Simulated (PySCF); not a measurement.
A PySCF script (with the pyscf-properties extension) for the NMR shieldings of SMILES C[SiH2]C1=CSC[SiH2][C@@H]1F, C5H11FSSi2, on a GFN2-xTB geometry:

```python
import basis_set_exchange as bse
import numpy as np
from pyscf import gto, dft
from pyscf.prop import nmr

atoms = """
C    -3.077021    0.788049    0.350590
Si   -2.073131   -0.722762   -0.208008
C    -0.241146   -0.253225   -0.316982
C     0.439537   -0.412621   -1.449461
S     2.117858   -0.138704   -1.869999
C     3.008798    0.308275   -0.338248
Si    2.154536   -0.376574    1.214221
C     0.373314    0.275137    0.940996
F    -0.437122   -0.062100    2.026112
H    -4.135297    0.549965    0.393643
H    -2.774620    1.116778    1.340110
H    -2.954518    1.624564   -0.332452
H    -2.488179   -1.142204   -1.552673
H    -2.224438   -1.828259    0.741675
H    -0.064056   -0.770338   -2.334978
H     4.008945   -0.095980   -0.475029
H     3.088404    1.395062   -0.315147
H     2.760956    0.217805    2.404432
H     2.150889   -1.837395    1.218187
H     0.361143    1.375203    0.921187
"""
names = dict.fromkeys(["C", "Si", "S", "F", "H"], "pcSseg-1")
basis = {el: gto.basis.parse(bse.get_basis(n, elements=[el], fmt="nwchem")) for el, n in names.items()}
mol = gto.M(atom=atoms, basis=basis, charge=0, verbose=0)
mf = dft.RKS(mol, xc="PBE0")
mf.grids.level = 2
mf.grids.alignment = dft.numint.BLKSIZE   # the property module wants whole blocks of grid points
mf.conv_tol = 1e-9
mf.kernel()

calc = nmr.RKS(mf)   # GIAO
C = mf.mo_coeff
Co = C[:, mf.mo_occ > 0]
resp = mf.gen_response(singlet=True, hermi=2)
def vind(x):   # induced exchange potential for any number of trial vectors
    d = np.einsum("pi,xij,qj->xpq", C, 2 * x.reshape(-1, C.shape[1], Co.shape[1]), Co, optimize=True)
    return np.einsum("xpq,pi,qj->xij", resp(d - d.transpose(0, 2, 1)), C, Co, optimize=True).ravel()
mo1, _ = nmr.rhf.solve_mo1(calc, with_cphf=vind)
sigma = calc.kernel(mo1)
for i, s in enumerate(sigma):   # ppm
    print("%2d %-2s %9.2f" % (i, mol.atom_pure_symbol(i), np.trace(s) / 3))
```

Question: Give the expected output.

Answer: 
```
 0 C     191.15
 1 Si    389.05
 2 C      47.74
 3 C      52.08
 4 S     459.71
 5 C     174.09
 6 Si    416.50
 7 C      97.54
 8 F     421.17
 9 H      31.57
10 H      31.06
11 H      31.44
12 H      27.53
13 H      26.97
14 H      25.70
15 H      29.74
16 H      29.16
17 H      27.51
18 H      27.55
19 H      25.96
```

These numbers come from an equivalent density-fitted implementation of the same equations, which agrees with the script to about 0.01 ppm for H and up to a few tenths of a ppm for heavy atoms, so last digits may differ.

Question: Turn these shieldings into chemical shifts. Referencing at the same level of theory: $^{13}$C (186.93 ppm) and $^{29}$Si (349.16 ppm) and $^{1}$H (31.72 ppm) vs TMS; $^{33}$S (503.73 ppm) against CS2; $^{19}$F (170.95 ppm) against CFCl3.

Answer: Averaging equivalent atoms: C 2: 139.2; C 3: 134.8; C 7: 89.4; C 5: 12.8; C 0: -4.2; Si 1: -39.9; Si 6: -67.3; S 4: 44; F 8: -250.2; H 14: 6.01; H 19: 5.75; H 13: 4.75; H 17: 4.21; H 12: 4.18; H 18: 4.16; H 16: 2.55; H 15: 1.98; H 9/10/11: 0.36 ppm. Unscaled 19F shifts against computed CFCl3 carry errors that often reach 10 to 50 ppm.

Size and cost of the density-fitted run: 229 basis functions, 2.1 min wall time on 1 thread of an Arm Neoverse N1, shared host; peak memory 1.1 GiB.
